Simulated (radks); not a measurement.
Values are calculated unless marked as measured or tabulated.
Pt35+, configuration [Kr] 4d7. Code: a radial shooting solver on a logarithmic mesh with Libxc functionals. Model: non-relativistic Kohn-Sham, r2SCAN, spin-polarised, spherical densities, point nucleus; open shells are filled with parallel spins first (spin-orbit coupling, left out, can overturn this in heavy ions); meta-GGA in the generalised Kohn-Sham scheme; relativity is left out, which matters for an element this heavy.

Local quantities along the radius. ELF = 1/(1 + alpha^2) is the electron localisation function; alpha = (tau - tau_W)/tau_unif compares the Pauli kinetic energy density with that of the uniform gas (summed over spins).

```
   r/bohr * ELF (the largest magnitude, 0.999, reaches the edge; | marks zero)
 0.001395 |                                                      *
 0.001802 |                                                      *
 0.002346 |                                                      *
  0.00303 |                                                      *
 0.003914 |                                                      *
 0.005097 |                                                      *
 0.006584 |                                                      *
 0.008505 |                                                     *
  0.01107 |                                                    *
  0.01431 |                                                *
  0.01863 |                                   *
  0.02406 |                    *
  0.03108 |                  *
  0.04047 |                            *
  0.05228 |                                      *
  0.06753 |                                    *
  0.08794 |                       *
   0.1136 |                      *
   0.1467 |                                   *
   0.1911 |                                      *
   0.2468 |               *
   0.3188 |                   *
   0.4151 |                                           *
   0.5363 |                                         *
   0.6927 |                  *
    0.902 |*
    1.165 *
```

On this mesh the ELF has minima near r = 0.027, 0.100, 0.28 bohr, which separate the shells, and maxima near 0.059 (0.72), 0.17 (0.73), 0.47 (0.82).
